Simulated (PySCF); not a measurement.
# Mn (manganese, neutral): UHF calculation

Configuration: [Ar] 3d5 4s2, high-spin 6S determinant. All numbers are calculated (PySCF 2.14, scalar relativity by spin-free X2C-1e, in jorge-DZP-DKH (8s6p2d1f, 43 functions)).

```
Total energy                        : -1157.141786 hartree
One-electron energy                 : -1594.6724 hartree
Hartree (Coulomb) energy            : 489.0338 hartree
Exchange energy                     : -51.5032 hartree
⟨S²⟩                                : 8.7698
⟨L²⟩                                : 0.000
Sum of ⟨r⟩                          : 21.65 bohr
Sum of ⟨r²⟩                         : 42.51 bohr²
Langevin diamagnetic susceptibility : -33.7 ×10⁻⁶ cm³/mol
Time after the integrals            : 0.11 s of wall time on 1 thread of Neoverse-V2 (shared host)
```

```tsv
shell	electrons	mean orbital energy (eV)	rms radius, mean of both spins (bohr)
1s β	1	-6599.6	0.0704
1s α	1	-6599.5	0.0704
2s α	1	-805.38	0.302
2s β	1	-802.34	0.302
2p α	3	-679.35	0.273
2p β	3	-676.47	0.273
3s α	1	-110.89	0.915
3s β	1	-99.533	0.915
3p α	3	-74.274	0.988
3p β	3	-60.507	0.988
3d α	5	-15.839	1.23
4s α	1	-7.284	3.66
4s β	1	-6.117	3.66
```

Densities and radii are taken from the X2C orbitals without a picture-change correction, which distorts them close to the nucleus.
